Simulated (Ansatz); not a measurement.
Reaction (formal exchange of groups at a Ga–F bond): `[F][Ga]([F])[I]` + CH₄ → `[CH3][Ga]([F])[I]` + H–F

Calculated with Ansatz (gas phase, PBE0-D4/def2-TZVP geometries, no zero-point term in ΔE). CBS: MP2 limit from def2 TZ/QZ plus the TZ coupled-cluster correction, frozen cores. This one scheme is used for every species. Functionals use def2-TZVPP. B3LYP here is the variant with VWN-RPA as its local correlation; programs differ in this. HSE06 is defined as in plane-wave codes. def2 core potentials past Kr. For Ga, I outer-core shells are correlated without core-valence functions, which leaves a few kJ/mol of doubt a bond. Scalar relativity is left out up to krypton.

`[F][Ga]([F])[I]`:

Cartesian coordinates in Å:
```
F 1.498 -0.703 0.744
Ga 0.117 -0.037 -0.068
F 0.297 0.138 -1.784
I -1.912 0.602 1.108
```

CH₄:

Z-matrix (Å, degrees):
```
C
H 1 1.090
H 1 1.090 2 109.5
H 1 1.090 2 109.5 3 -120.0
H 1 1.090 2 109.5 3 120.0
```

`[CH3][Ga]([F])[I]`:

```xyz
7

C    -0.878   -0.507   -0.089
Ga    0.730    0.575    0.074
F     0.617    2.325    0.105
I     3.061   -0.237    0.260
H    -0.780   -1.182   -0.940
H    -1.002   -1.109    0.813
H    -1.748    0.135   -0.223
```

H–F:

Cartesian coordinates in Å:
```
F -0.239 -0.235 -0.315
H 0.239 0.235 0.315
```

```json
{"level": "PBE-D4", "ΔE (kJ/mol)": "69.3", "difference from CCSD(T)/CBS": "4.9"}
{"level": "BLYP-D4", "ΔE (kJ/mol)": "78.8", "difference from CCSD(T)/CBS": "14.4"}
{"level": "B97M-V", "ΔE (kJ/mol)": "88.3", "difference from CCSD(T)/CBS": "23.9"}
{"level": "PBE0-D4", "ΔE (kJ/mol)": "67.7", "difference from CCSD(T)/CBS": "3.3"}
{"level": "B3LYP-D4", "ΔE (kJ/mol)": "77.0", "difference from CCSD(T)/CBS": "12.6"}
{"level": "r2SCANh-D4", "ΔE (kJ/mol)": "77.7", "difference from CCSD(T)/CBS": "13.3"}
{"level": "r2SCAN0-D4", "ΔE (kJ/mol)": "75.3", "difference from CCSD(T)/CBS": "10.9"}
{"level": "HSE06-D4", "ΔE (kJ/mol)": "67.6", "difference from CCSD(T)/CBS": "3.2"}
{"level": "BHLYP-D4", "ΔE (kJ/mol)": "79.3", "difference from CCSD(T)/CBS": "14.9"}
{"level": "CAM-B3LYP-D4", "ΔE (kJ/mol)": "80.3", "difference from CCSD(T)/CBS": "15.9"}
{"level": "ωB97X-V", "ΔE (kJ/mol)": "79.4", "difference from CCSD(T)/CBS": "15.0"}
{"level": "ωB97M-V", "ΔE (kJ/mol)": "74.1", "difference from CCSD(T)/CBS": "9.7"}
{"level": "B2PLYP", "ΔE (kJ/mol)": "81.3", "difference from CCSD(T)/CBS": "16.9"}
{"level": "PBE-QIDH", "ΔE (kJ/mol)": "72.2", "difference from CCSD(T)/CBS": "7.8"}
{"level": "PBE", "ΔE (kJ/mol)": "72.5", "difference from CCSD(T)/CBS": "8.1"}
{"level": "revPBE", "ΔE (kJ/mol)": "75.5", "difference from CCSD(T)/CBS": "11.1"}
{"level": "BLYP", "ΔE (kJ/mol)": "85.1", "difference from CCSD(T)/CBS": "20.7"}
{"level": "r2SCAN", "ΔE (kJ/mol)": "80.6", "difference from CCSD(T)/CBS": "16.2"}
{"level": "PBE0", "ΔE (kJ/mol)": "70.7", "difference from CCSD(T)/CBS": "6.3"}
{"level": "B3LYP", "ΔE (kJ/mol)": "82.2", "difference from CCSD(T)/CBS": "17.8"}
{"level": "r2SCANh", "ΔE (kJ/mol)": "78.7", "difference from CCSD(T)/CBS": "14.3"}
{"level": "r2SCAN0", "ΔE (kJ/mol)": "76.4", "difference from CCSD(T)/CBS": "12.0"}
{"level": "HSE06", "ΔE (kJ/mol)": "70.4", "difference from CCSD(T)/CBS": "6.0"}
{"level": "BHLYP", "ΔE (kJ/mol)": "84.3", "difference from CCSD(T)/CBS": "19.9"}
{"level": "CAM-B3LYP", "ΔE (kJ/mol)": "83.5", "difference from CCSD(T)/CBS": "19.1"}
{"level": "RPA@PBE/def2-TZVPP", "ΔE (kJ/mol)": "75.1", "difference from CCSD(T)/CBS": "10.7"}
{"level": "HF/def2-SVP", "ΔE (kJ/mol)": "101.1", "difference from CCSD(T)/CBS": "36.7"}
{"level": "MP2/def2-SVP", "ΔE (kJ/mol)": "96.9", "difference from CCSD(T)/CBS": "32.5"}
{"level": "CCSD/def2-SVP", "ΔE (kJ/mol)": "98.1", "difference from CCSD(T)/CBS": "33.7"}
{"level": "CCSD(T)/def2-SVP", "ΔE (kJ/mol)": "97.6", "difference from CCSD(T)/CBS": "33.2"}
{"level": "HF/def2-TZVPP", "ΔE (kJ/mol)": "94.8", "difference from CCSD(T)/CBS": "30.4"}
{"level": "MP2/def2-TZVPP", "ΔE (kJ/mol)": "72.0", "difference from CCSD(T)/CBS": "7.6"}
{"level": "CCSD/def2-TZVPP", "ΔE (kJ/mol)": "75.7", "difference from CCSD(T)/CBS": "11.3"}
{"level": "CCSD(T)/def2-TZVPP", "ΔE (kJ/mol)": "74.1", "difference from CCSD(T)/CBS": "9.7"}
{"level": "HF/def2-QZVPP", "ΔE (kJ/mol)": "97.2", "difference from CCSD(T)/CBS": "32.8"}
{"level": "MP2/def2-QZVPP", "ΔE (kJ/mol)": "67.2", "difference from CCSD(T)/CBS": "2.8"}
{"level": "SCS-MP2/def2-QZVPP", "ΔE (kJ/mol)": "75.4", "difference from CCSD(T)/CBS": "11.0"}
{"level": "HF/CBS(def2)", "ΔE (kJ/mol)": "97.6", "difference from CCSD(T)/CBS": "33.2"}
{"level": "MP2/CBS(def2)", "ΔE (kJ/mol)": "62.2", "difference from CCSD(T)/CBS": "-2.2"}
{"level": "CCSD/CBS(def2)", "ΔE (kJ/mol)": "66.0", "difference from CCSD(T)/CBS": "1.6"}
{"level": "CCSD(T)/CBS", "ΔE (kJ/mol)": "64.4", "difference from CCSD(T)/CBS": "0"}
```

Largest T1 diagnostic among the species: 0.013.

The D4 term adds −5.2 kJ/mol with B3LYP and −2.9 kJ/mol with PBE0; it sums over pairs of atoms, weighted by their polarisabilities, and B3LYP, whose exchange is more repulsive, gets the larger term. In def2-TZVPP, CCSD(T) changes the Hartree–Fock value by −20.7 kJ/mol (the triples alone add −1.6 kJ/mol) and MP2 by −22.8 kJ/mol. From r2SCAN to r2SCAN0 (25 % exact exchange), in def2-TZVPP and without D4, ΔE moves by −4.2 kJ/mol.
